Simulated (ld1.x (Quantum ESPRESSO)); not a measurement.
titanium (Ti): one change to an ultrasoft potential, before and after

| Item | Value |
| --- | --- |
| Element | titanium (Ti) |
| Generator | ld1.x (Quantum ESPRESSO) 7.5 |
| Type | ultrasoft |
| Functional | BP86 |
| Relativity | scalar-relativistic |
| Frozen core | [Ar] |
| Valence charge | 4 |
| Reference configuration | 3d2 4s1.75 4p0 (charge +0.25) |
| Partial waves | 4s (bound): rcut 3.10, rcutus 3.30 bohr; 4s channel at 0.3 Ry: rcut 3.10, rcutus 3.30 bohr; 4p (bound, empty): rcut 2.35, rcutus 3.30 bohr; 4p channel at 0.25 Ry: rcut 2.35, rcutus 3.30 bohr; 3d (bound): rcut 1.15, rcutus 1.30 bohr; 3d channel at 0.4 Ry: rcut 1.15, rcutus 1.30 bohr |
| Local potential | all-electron potential smoothed inside 3.15 bohr (lloc = -1) |
| Core correction | a·sin(br)/r model core inside 1.00 bohr |
| Augmentation charge | PSQ, inside the norm-conserving radii |

All-electron outer shells of the reference configuration (BP86, scalar-relativistic, ld1.x):

```csv
shell,level (eV),outermost node (bohr),outermost maximum (bohr)
3s,-64.40,0.40,0.87
3p,-40.63,0.37,0.90
3d,-6.05,–,0.98
4s,-6.02,1.24,2.85
4p,-2.77,1.38,3.66
```

Change: waves 3d (bound): rcut 1.15, rcutus 1.64 bohr; 3d channel at 0.4 Ry: rcut 1.15, rcutus 1.64 bohr.

Cutoffs: the cutoffs (Ry, on a coarse ladder) from which the occupation-weighted sum of valence levels, in a spherical-Bessel basis at the reference potential, stays within 10 and 1 mRy of its value at 400 Ry; they do not see the model core or the augmentation charge, which bear on the density cutoff. Errors are all-electron minus pseudo energies relative to the spin-unpolarised reference configuration.

Question: How do hardness, ghosts and transferability respond?

Answer: The potential gets softer (55 Ry and 90 Ry → 35 Ry and 50 Ry); the errors of the 7 common tests hardly move; neither file shows a bound ghost. A larger radius leaves more room for a smooth pseudo-wave, so fewer plane waves are needed.

| quantity | base | changed |
| --- | --- | --- |
| cutoff, loose | 55 Ry | 35 Ry |
| cutoff, tight | 90 Ry | 50 Ry |
| loose cutoff by channel (10 mRy a level) | s 6 Ry, d 50 Ry | s 6 Ry, d 35 Ry |
| bound ghosts | none | none |
| error for 3d2 4s2 4p0, meV [ΔE -1.33 eV] | -0.2 | -0.2 |
| error for 3d2 4s1 4p0, meV [ΔE 6.19 eV] | -5.9 | -5.7 |
| error for 3d2 4s0 4p0, meV [ΔE 19.85 eV] | -59 | -57 |
| error for 3d1 4s2 4p1, meV [ΔE 3.37 eV] | -415 | -382 |
| error for 3d2 4s0 4p2, meV [ΔE 5.03 eV] | -26 | -25 |
| error for 3d3 4s0 4p0, meV [ΔE 6.26 eV] | -261 | -245 |
| error for 3d2 4s1.5 4p0, meV [ΔE 1.69 eV] | -0.6 | -0.5 |
| s: phases at 3.59 bohr within 0.05 rad from the reference energy up to (Ry; the scan ends near 5) | 1.7 | 1.7 |
| p: phases at 3.59 bohr within 0.05 rad from the reference energy up to (Ry; the scan ends near 5) | 2.1 | 2.1 |
| d: phases at 3.59 bohr within 0.05 rad from the reference energy up to (Ry; the scan ends near 5) | 3.3 | 3.3 |
| lowest overlap eigenvalue by channel | s 0.41, p 0.64, d 1.00 | s 0.41, p 0.64, d 1.00 |
